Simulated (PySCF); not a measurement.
COS, charge +1, doublet, at a GFN2-xTB geometry (a state made from the parent by changing its charge; the spin is typed, not shown lowest). Base run: PySCF with DF-R2SCAN/aug-cc-pVDZ.

Input for PySCF:
```python
from pyscf import gto, scf, dft

mol = gto.M(
    atom='''
O    -0.000000   -0.000000   -1.683669
C    -0.000000   -0.000000   -0.552454
S     0.000000    0.000000    1.049005
''',
    basis='aug-cc-pvdz',
    charge=1,
    spin=1,
    verbose=4,
)

mf = dft.UKS(mol)
mf.xc = 'r2scan'
mf = mf.density_fit(auxbasis='def2-universal-jkfit')
mf.kernel()
```

The base run was repeated with changes; each row names its change, and settings that it needs were set with it.

```tsv
change	basis functions	E (Eh)	HOMO (eV)	core-seconds (rough)	outcome
base	73	-511.06566	-15.47	9	converged
basis = 6-31G	31	-510.94418	-15.52	7	converged
basis = 6-31G*	46	-511.02215	-15.46	7	converged
basis = def2-SV(P)	46	___	___	8	converged
basis = cc-pVDZ	46	-511.05825	-15.51	7	converged
basis = cc-pV(D+d)Z	51	-511.06250	-15.50	10	converged
basis = 6-31+G*	58	-	-	-	not converged
basis = def2-SVPD	70	-510.83993	-15.58	10	converged
basis = cc-pVTZ	94	-511.10881	-15.46	30	converged
basis = pc-2	94	-511.11582	-15.46	20	converged
basis = def2-TZVPD	___	___	___	20	converged
basis = aug-cc-pVTZ	142	-511.11014	-15.47	20	converged
basis = def2-QZVP	___	___	-15.46	40	converged
```

Problem. Some entries are withheld; supply them.

Solution. 
- basis = def2-SV(P), E (Eh): -510.83225
- basis = def2-SV(P), HOMO (eV): -15.63
- basis = def2-TZVPD, basis functions: 123
- basis = def2-TZVPD, E (Eh): -511.11027
- basis = def2-TZVPD, HOMO (eV): -15.45
- basis = def2-QZVP, basis functions: 184
- basis = def2-QZVP, E (Eh): -511.12797

Totals compare only among sets that treat the same electrons; sets with core potentials leave the core out.

Open shells are given as the SCF converged; they aren't shown to be the lowest states, and a large step between rows can be another state.
